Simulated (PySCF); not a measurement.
# Polarisability and C₆ of Ti⁺ (titanium, charge +1)

[Ar] 3d1 4s2, 2D determinant (an excited configuration). Computed with PySCF 2.14 in aug-cc-pVQZ-DK, with the spin-free X2C one-electron Hamiltonian (Gaussian nucleus). Coupled (time-dependent) response in atomic units; α is the mean over directions.

```csv
method,mean α (bohr³),"α xx, yy, zz",C₆ (like pair),S(−4)
UHF,57.50,"56.77, 56.77, 58.97",492.3,1658
```

S(−4) is the Cauchy moment in α(ω) = α(0) + S(−4) ω² + …

α(iu) at UHF:

```tsv
u (hartree)	α(iu) (bohr³)
0	57.50
0.0500	53.69
0.100	44.94
0.200	27.75
0.300	17.51
0.500	8.788
0.750	5.034
1.00	3.440
1.50	2.026
2.00	1.370
3.00	0.7538
5.00	0.3290
```

For an ion, C₆ is the dispersion term alone; charge-induced terms of lower order in 1/R come first.

The components differ because the open shell of this determinant is not spherical; for a pure term their mean is the scalar polarisability.
